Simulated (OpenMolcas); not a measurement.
**Cu4+: from CASSCF to CASPT2**

| Item | Value |
| --- | --- |
| Program | OpenMolcas 26.06 |
| Basis | ANO-R3 [7s5p5d3f2g1h] |
| Scalar Hamiltonian | X2C, finite nucleus |
| Active space | 7 electrons in 5 orbitals (3d) |
| State averaging | 2S+1 = 4 even, 10 roots; 2S+1 = 2 even, 40 roots |
| Spin-orbit coupling | RASSI with atomic mean-field integrals over the reference wave functions, term energies averaged over their components |

Methods on the same reference wave functions:
A. CASSCF
B. SS-CASPT2, IPEA 0.25 Eh, imaginary shift 0.1 Eh (closed shells correlated: 3s 3p)
C. MS-CASPT2, IPEA 0.25 Eh, imaginary shift 0.1 Eh (closed shells correlated: 3s 3p)

Energies in cm-1 above 3d7 4F 9/2, the measured ground level; measured values from Sugar and Musgrove, J. Phys. Chem. Ref. Data 19, 527 (1990).

```csv
Level,A,B,C,Measured
3d7 4F 9/2,0.0,0.0,0.0,0.0
3d7 4F 7/2,1559,1567,1567,1616
3d7 4F 5/2,2685,2690,2690,2759
3d7 4F 3/2,3450,3440,3440,3528
3d7 4P 5/2,24952,20910,20910,20827
3d7 2G 9/2,25133,22140,22170,22575
3d7 4P 3/2,25378,21350,21110,21066
3d7 4P 1/2,26170,22140,22050,21935
3d7 2G 7/2,26644,23660,23660,24100
3d7 2P 3/2 [69 %],33084,28830,26620,27016
3d7 2H 11/2,33357,29660,30470,30402
3d7 2P 1/2,34696,30760,27900,28367
3d7 2H 9/2,34724,31050,31830,31823
3d7 2D 5/2(1),36176,30750,30730,30966
3d7 2D 3/2(1) [73 %],38603,33490,33010,33292
3d7 2F 5/2,57304,49320,49320,49490
3d7 2F 7/2,57972,50000,50000,50072
3d7 2D 3/2(2),89403,77610,77590,76838
3d7 2D 5/2(2),90153,78370,78390,77668
```

Deviations, from unrounded energies. A percentage is the sum of absolute deviations over the sum of measured energies, with the sign that they share, or ± where signs differ.

```tsv
Against measurement	Levels	A	B	C
mean absolute deviation (cm-1)	18	4900	530	250
fine structure of the ground term (%)	3	-2.6	-2.7	-2.7
other terms of the ground configuration (%)	15	+16.0	±1.7	±0.8
```

C lies closest to measurement on these levels and A furthest from it. The largest miss of C in the table is 3d7 2D 3/2(2), by +760 cm-1. The ranking rests on the paired levels alone, and a cruder setting can come out closer through cancelling errors.

Between B and C the level of the table that moves most is 3d7 2P 1/2, by 2900 cm-1 (lowest in C, highest in B). Moves below CASPT2's spread within the term are not significant.

The mean deviations of B to C differ by less than CASPT2's widest spread within a term (1000 cm-1), so their order carries little weight.

From A to B the spin-free energies of the other terms of 3d7 shown, above 4F, scale by factors of 0.83 to 0.89, as is usual when dynamic correlation screens the repulsion within a d or f shell.

The lowest spin-free term lies below A's lowest term by 0.620 hartree in B, 0.620 hartree in C.

CASPT2 does not keep the components of a term degenerate, so their means are used; among the terms shown or strongly mixed into the levels shown the widest spread is 1000 cm-1 (3d7 2H, B). The CASPT2 spread within a term exceeds the gap to the next term for 3d7 2P and 3d7 2H, so the order of their levels is uncertain (figures for B; the like holds for C). Without dynamic correlation excited terms often stand tens of per cent too high (terms of higher spin than the ground term too low), and those without a measured partner can miss by more than the paired ones (holds for A). Some levels mix across a computed gap that differs much from the measured one, so their mixing is not that of the real levels (holds for B). Measured partners are found by configuration, term and J. A level has none where our copy of the source lacks it or the pairing is in doubt (some pairs that miss far off the trend of their configuration count as doubtful), and it then counts in no deviation. Levels of configurations outside the active space are missing.

A share in square brackets marks a mixed level and gives the weight of the term that names it, the lowest over the columns. A number in round brackets counts repeated terms of one configuration in the order of the reference energies.
